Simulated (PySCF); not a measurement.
C2H4F2, SMILES FCCF. Atoms are numbered in the order given.

```xyz
8

F     -1.4521    -0.1686    -0.5464
C     -0.6900     0.3070     0.5047
C      0.6900    -0.3070     0.5047
F      1.4521     0.1686    -0.5464
H     -1.1963     0.0606     1.4671
H     -0.6078     1.4145     0.4219
H      1.1963    -0.0606     1.4671
H      0.6078    -1.4145     0.4219
```

Coordinates come from a PBE-D3(BJ)/def2-SVP optimisation. The values are those of a single conformer.

The numbers are results of PBE/pcSseg-1 in PySCF, not measurements.

GIAO shieldings, no solvent; atoms listed in one row are averaged. δ = σ(ref) − σ: ¹⁹F against CFCl3 (σ = 133.6 ppm); ¹³C against TMS (σ = 182.0 ppm); ¹H against TMS (σ = 31.49 ppm), references at their B3LYP-D3(BJ)/def2-TZVP geometries, non-relativistic.

### Question
Estimate the chemical shifts. (An estimate is asked for; the answer gives what the named calculation found.)

### Answer

```json
[
 {"nucleus": "¹⁹F", "atoms": "F1, F4", "count": "2", "δ (ppm)": "-260.4"},
 {"nucleus": "¹³C", "atoms": "C2, C3", "count": "2", "δ (ppm)": "92.6"},
 {"nucleus": "¹H", "atoms": "H6, H8", "count": "2", "δ (ppm)": "5.48"},
 {"nucleus": "¹H", "atoms": "H5, H7", "count": "2", "δ (ppm)": "4.95"}
]
```
